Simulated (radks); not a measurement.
Results of a calculation; reference values are marked as such.
Species: Mo XIX. Configuration: [Ar] 3d5 4s1 (not the ground configuration). Level of theory: scalar-relativistic Kohn-Sham, PBE, spin-polarised, spherical densities, finite nucleus; open shells are filled with parallel spins first (spin-orbit coupling, left out, can overturn this in heavy ions); Fermi nuclear charge, rms radius 4.4091 fm (a radial shooting solver on a logarithmic mesh with Libxc functionals).

Radial electron density D(r) = 4 pi r^2 rho(r):

```
   r/bohr * D(r) (the largest magnitude, 64.2, reaches the edge; | marks zero)
 0.001952 | *
 0.002501 |   *
 0.003179 |    *
 0.004074 |       *
 0.005179 |          *
 0.006637 |               *
 0.008437 |                     *
  0.01081 |                            *
  0.01374 |                                   *
  0.01761 |                                         *
  0.02239 |                                            *
  0.02869 |                                            *
  0.03677 |                                         *
  0.04674 |                                      *
   0.0599 |                                       *
  0.07614 |                                               *
  0.09758 |                                                      *
    0.124 |                                                     *
    0.159 |                                         *
   0.2021 |                             *
    0.259 |                             *
   0.3292 |                                 *
   0.4218 |                           *
   0.5363 |              *
   0.6872 |    *
   0.8806 | *
    1.119 |*
    1.435 *
    1.824 *
    2.337 *
```

D(r) has 3 maxima, at r = 0.0246, 0.107, 0.334 bohr, and minima at 0.0494, 0.228 bohr, inside which lie 2.03, 10.95 electrons.
